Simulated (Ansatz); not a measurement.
F3H4NSi2 (`F[SiH2]N[SiH](F)F`), relaxed with RKS PBE-D4/def2-SVP in the Gaussian-basis code of Ansatz from a rough embedded geometry. The force threshold is 0.03 eV/Å; the program also tests the step.

Total charge 0; spin multiplicity 1.

Start:

```xyz
10

F     0.903   -1.728   -1.912
Si    0.901   -0.476   -0.875
N    -0.450   -0.829    0.138
Si   -0.686    0.597    1.025
F    -1.235    1.765    0.055
F     0.695    1.070    1.759
H     2.165   -0.484   -0.095
H     0.682    0.724   -1.687
H    -1.247   -0.920   -0.439
H    -1.728    0.282    2.031
```

```json
{"step": "1", "energy (eV)": "-25436.3810", "largest force (eV/Å)": "2.254", "largest move (Å)": "0.000"}
{"step": "2", "energy (eV)": "-25436.8262", "largest force (eV/Å)": "0.841", "largest move (Å)": "0.182"}
{"step": "3", "energy (eV)": "-25436.9429", "largest force (eV/Å)": "0.658", "largest move (Å)": "0.195"}
{"step": "4", "energy (eV)": "-25437.0115", "largest force (eV/Å)": "0.665", "largest move (Å)": "0.200"}
{"step": "5", "energy (eV)": "-25437.0187", "largest force (eV/Å)": "0.506", "largest move (Å)": "0.200"}
{"step": "6", "energy (eV)": "-25437.0527", "largest force (eV/Å)": "0.198", "largest move (Å)": "0.137"}
{"step": "7", "energy (eV)": "-25437.0720", "largest force (eV/Å)": "0.110", "largest move (Å)": "0.200"}
{"step": "8", "energy (eV)": "-25437.0850", "largest force (eV/Å)": "0.328", "largest move (Å)": "0.198"}
{"step": "9", "energy (eV)": "-25437.0905", "largest force (eV/Å)": "0.651", "largest move (Å)": "0.195"}
{"step": "10", "energy (eV)": "-25437.1058", "largest force (eV/Å)": "0.353", "largest move (Å)": "0.044"}
{"step": "11", "energy (eV)": "-25437.1216", "largest force (eV/Å)": "0.128", "largest move (Å)": "0.200"}
{"step": "13 (rejected)", "energy (eV)": "-25437.1246", "largest force (eV/Å)": "0.458", "largest move (Å)": "0.197"}
{"step": "15", "energy (eV)": "-25437.1377", "largest force (eV/Å)": "0.034", "largest move (Å)": "0.058"}
{"step": "17", "energy (eV)": "-25437.1411", "largest force (eV/Å)": "0.109", "largest move (Å)": "0.018"}
{"step": "19", "energy (eV)": "-25437.1485", "largest force (eV/Å)": "0.062", "largest move (Å)": "0.059"}
{"step": "21 (rejected)", "energy (eV)": "-25437.1483", "largest force (eV/Å)": "0.162", "largest move (Å)": "0.095"}
{"step": "23", "energy (eV)": "-25437.1552", "largest force (eV/Å)": "0.097", "largest move (Å)": "0.098"}
{"step": "25", "energy (eV)": "-25437.1569", "largest force (eV/Å)": "0.046", "largest move (Å)": "0.063"}
{"step": "27", "energy (eV)": "-25437.1609", "largest force (eV/Å)": "0.194", "largest move (Å)": "0.110"}
{"step": "29", "energy (eV)": "-25437.1629", "largest force (eV/Å)": "0.024", "largest move (Å)": "0.032"}
{"step": "30", "energy (eV)": "-25437.1632", "largest force (eV/Å)": "0.011", "largest move (Å)": "0.031"}
```

End:

```xyz
10

F     1.499   -1.987   -0.705
Si    1.019   -0.467   -1.088
N    -0.542   -0.104   -0.389
Si   -0.862    0.527    1.185
F    -1.180    2.123    1.156
F     0.516    0.357    2.032
H     2.033    0.480   -0.538
H     0.880   -0.418   -2.577
H    -1.359   -0.374   -0.946
H    -2.005   -0.135    1.870
```

Hardware: 4 threads of a server CPU on a shared host. Wall time 33 s, peak host memory 0.16 GiB.
